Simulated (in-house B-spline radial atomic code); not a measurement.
A fraction x of an electron is removed from 3p in the argon ion Ar⁴⁺, starting from [Ne] 3s2 3p2 and keeping the highest spin. Method: scalar-relativistic (X2C) RPBE, spin-polarised, spherical fractional occupations, Fermi nucleus of rms radius 3.4274 fm. Calculated with a radial B-spline atomic code at the basis-set limit.

```csv
x,E(x) - E(0) (eV),3p up level (eV)
0,0.0000,-66.931
0.01,0.6701,-67.088
0.2,13.7006,-70.080
0.32,22.2241,-71.980
0.49,34.6906,-74.686
0.5,35.4383,-74.846
0.56,39.9578,-75.805
0.68,49.1696,-77.727
0.85,62.6154,-80.460
0.88,65.0365,-80.943
1,74.8658,-82.879
```

The exact functional would give a straight line between the two integer points. Deviations E(x) - E(0) - x[E(1) - E(0)], in eV: -0.079 at x = 0.01, -1.273 at x = 0.2, -1.733 at x = 0.32, -1.994 at x = 0.49, -1.995 at x = 0.5, -1.967 at x = 0.56, -1.739 at x = 0.68, -1.021 at x = 0.85, -0.845 at x = 0.88.

The curve lies below the straight line by up to 1.995 eV (at x = 0.5): convex, the delocalisation error that favours fractional charges.

(1) How well does Slater's transition state (minus the level at half occupation) give the ionisation energy?

## Answers

(1) It gives 74.846 eV against 74.866 eV from the two total energies; NIST lists 74.84 eV, ground level to ground level.
